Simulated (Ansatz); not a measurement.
`C[O][Ge]([F])([Cl])[SeH]`, charge 0, multiplicity 1.

(1) Give a relaxed structure at PBE0-D4/def2-TZVP (Ansatz 0.2.0). (An estimate is asked.)

Results:

(1) Ansatz gave: 
```xyz
10

C     0.416   -1.143   -1.175
O    -0.350   -0.707   -0.060
Ge   -0.198    0.937    0.508
F     1.491    1.212    0.753
Cl   -0.760    2.352   -0.983
Se   -1.440    1.239    2.431
H     0.153   -0.587   -2.080
H     1.489   -1.040   -0.990
H     0.182   -2.196   -1.330
H    -0.982   -0.067    2.926
```
This is one stationary point; other conformers may exist.
